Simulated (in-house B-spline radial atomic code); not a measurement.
Values are calculated unless marked as measured or tabulated.
**Stopping and range of 10 keV Sb in InSb**

The pair potential comes from two frozen, spherical free-atom densities (PBE, B-spline radial code, scalar-relativistic past argon): electrostatics plus the change in Thomas-Fermi kinetic and Dirac exchange energy where they overlap, the recipe behind the universal ZBL potential, which averages such potentials (from solid-state densities) over many pairs. It is written V = (Z1 Z2 e²/r) φ(r/a), with e² = 14.3996 eV·Å and a = 0.46850 Å/(Z1^0.23 + Z2^0.23); ZBL's fit is φ = 0.18175 e^(−3.1998x) + 0.50986 e^(−0.94229x) + 0.28022 e^(−0.4029x) + 0.02817 e^(−0.20162x). Where φ falls below 4e-4 it is continued as an exponential.

The target is taken as amorphous, with density 5.77 g/cm³ (NSM archive of the Ioffe Institute); channelling is ignored. Masses: Sb 121.76, In 114.82, Sb 121.76 u. Nuclear stopping is S_n = 4π a Z1 Z2 e² M1/(M1 + M2) × s_n(ε), with s_n integrated over impact parameters for each pair. Electronic stopping is Lindhard and Scharff's S_e = Z1^(1/6) 8π e² a0 Z1 Z2/(Z1^(2/3) + Z2^(2/3))^(3/2) × v/v0, with a0 = 0.529177 Å and v = v0 at 24.801 keV/u; it misses the oscillations with Z1 seen in experiment, which reach tens of per cent. Compounds add by atom fraction.

```
target atom    a (Å)  ε at this energy  s_n, this pair  s_n, ZBL potential
         In  0.09526           0.01285          0.1828              0.1802
         Sb  0.09483           0.01266          0.1819              0.1793
```

(1) What are the atom density and the stopping powers at entry?

Along the track:

```tsv
E (keV)	N S_n (eV/nm)	N S_e (eV/nm)
0.5	292	24.9
1.5	519	43.1
3	721	61
5	904	78.7
7.5	1070	96.4
10	1190	111
```

(2) Estimate the path length and the projected range.

Results:

(1) N = 5.77 × 0.602214/118.29 = 0.02938 atoms/Å³. For In: S_n = 22170 × 0.1828 = 4053 eV·Å², S_e = 3.7504 × √10000 = 375 eV·Å². For Sb: S_n = 22320 × 0.1819 = 4059 eV·Å², S_e = 3.8267 × √10000 = 382.7 eV·Å². Averaged over the target's atoms (half each) and times N × 10 Å/nm, the ion loses N S_n = 1190 eV/nm to recoils and N S_e = 111 eV/nm to electrons; the nuclear share is 91 %.

(2) With continuous slowing down the path is the integral of dE/(N (S_n + S_e)). Trapezoids over the table give 11.4 nm, and the stretch below the first row, with stopping taken as √E, adds 2E/(N S) = 3.2 nm: 14.6 nm in all, against 14.3 nm on a fine grid from 5 eV. Deflections shorten the depth: to first order in the energy passed on, N (S_n + S_e) dR_p/dE = 1 − N S_n (M2/M1) R_p/(2E), summed over the target's atoms, and integrating this on the fine grid gives R_p = 7.65 nm, 0.53 of the path. Lindhard's rule of thumb R/(1 + M2/3M1), with mean M2/M1 = 0.97, gives 10.8 nm. On the ZBL potential the same equation gives 7.77 nm, and the full integral equation, which keeps hard collisions, 7.89 nm.
